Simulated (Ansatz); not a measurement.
Task: Predict a relaxed structure of ZrAu₆⁺, charge 1, doublet, at r2SCAN-D4/def2-SVP (Ansatz).

Result: 
```xyz
7

Zr    0.098    0.429   -0.019
Au   -0.378    1.089   -2.571
Au   -1.112   -0.885    2.059
Au    0.427   -1.418   -2.016
Au    2.254    1.460    0.659
Au   -1.867    1.605    1.372
Au    0.578   -2.280    0.517
```
Point group Cs (tolerance 0.1 Å). This is one stationary point.

In the def2 sets Au, Zr take a core potential; there is no spin–orbit coupling. The structure comes from a short search, and lower isomers may exist.
